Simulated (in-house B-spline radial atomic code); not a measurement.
Successive ionisation energies of phosphorus; each step leads to the configuration of the next row (after the last: bare). Dirac energy differences include first-order Breit, QED and recoil terms. NIST's values go from ground level to ground level; the uncertainty of those that are theory runs from under 0.1 % in few-electron ions to several per cent in heavy many-electron ones. Computed with a radial B-spline atomic code at the basis-set limit: Dirac-Hartree-Fock, average of the configuration, finite nuclei.

```
 ion  configuration  ionisation energy (eV)  tabulated value (eV)    tabulated kind  computed minus tabulated (eV)  highest orbital  largest mean radius (bohr)
 P8+   [He] 2s2 2p3                   366.3                372.31    semi-empirical                             -6            2p3/2                     0.47595
 P9+   [He] 2s2 2p2                   421.3                 424.4    semi-empirical                             -3            2p3/2                     0.46498
P10+   [He] 2s2 2p1                   479.2                479.44    semi-empirical                              0            2p3/2                     0.45444
P11+       [He] 2s2                   555.7                560.62    semi-empirical                             -5            2s1/2                     0.44432
P12+       [He] 2s1                   611.6               611.741  tabulated theory                              0            2s1/2                     0.43509
P13+            1s2                  2815.6              2816.909  tabulated theory                             -1            1s1/2                     0.10217
P14+            1s1                  3069.8              3069.842  tabulated theory                              0            1s1/2                      0.0996
```

**Question.** Where is the largest jump?

**Answer.** From P12+ to P13+, by a factor of 4.60 (611.58 to 2815.6 eV); the highest orbital goes from 2s1/2 to 1s1/2.

Where a p, d or f electron is removed, the computed value is a mean over both j, so it misses the tabulated one by a part of the spin-orbit splitting; averaging over terms and missing correlation add to the gap, relatively most at low charge.
